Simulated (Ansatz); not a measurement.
`C=C(F)/C(F)=C/F` + H₂ → `C=C/C(F)=C\F` + H–F at 500 K and 1 bar (hydrogenolysis of a C–F bond).

Isolated molecules relaxed with PBE0-D4/def2-TZVP in Ansatz; ΔE leaves out vibrations. CCSD(T)/CBS is the MP2 limit (def2-TZVPP, def2-QZVPP) plus CCSD(T) − MP2 in def2-TZVPP, frozen cores. This one scheme is used for every species. Double bonds are as drawn, so ΔE can hold a change between cis and trans. One conformer a species, not always the lowest.

| species | CCSD(T)/CBS energy (Eh) | H − E (kJ/mol) | S (J/(mol·K)) |
| --- | --- | --- | --- |
| `C=C(F)/C(F)=C/F` | -453.31725 | 209.8 | 403.0 |
| H₂ | -1.17544 | 41.0 | 145.5 |
| `C=C/C(F)=C\F` | -354.13633 | 226.1 | 378.9 |
| H–F | -100.39570 | 39.4 | 188.7 |

H − E and S are ideal-gas, rigid-rotor, harmonic terms from PBE0-D4/def2-TZVP, for one conformer and one mirror image of each species. The MP2-based limit puts H₂ 0.8 mEh under its directly extrapolated value; such offsets cancel only in part. 1 Eh = 2625.50 kJ/mol, R = 8.31446 J/(mol·K).

By hand: ΔE, ΔH, ΔS and ΔG.

ΔE = (-354.13633) + (-100.39570) − (-453.31725) − (-1.17544) = -0.03934 Eh = -103.3 kJ/mol. Δ(H − E) = 226.1 + 39.4 − 209.8 − 41.0 = 14.7, so ΔH = -88.6 kJ/mol. ΔS = 378.9 + 188.7 − 403.0 − 145.5 = 19.1 J/(mol·K). ΔG = -88.6 − 500 × (19.1)/1000 = -98.1 kJ/mol.

By hand: the equilibrium constant, and the temperature at which ΔG would vanish if ΔH and ΔS stayed fixed.

log₁₀ K = −ΔG/(RT ln 10) = 10.2. ΔH and −TΔS have one sign here, so there is no such temperature.

ΔH outweighs TΔS. A doubt of 5 kJ/mol in ΔE shifts log₁₀ K by 0.5 here. Other conformers and mirror images would add mixing entropy, several J/(mol·K) or more a flexible species. These are equilibria of isolated gas molecules and say nothing of rates. Largest T1 diagnostic: 0.013 (customary marks: 0.02 for closed shells, 0.045 for open ones).
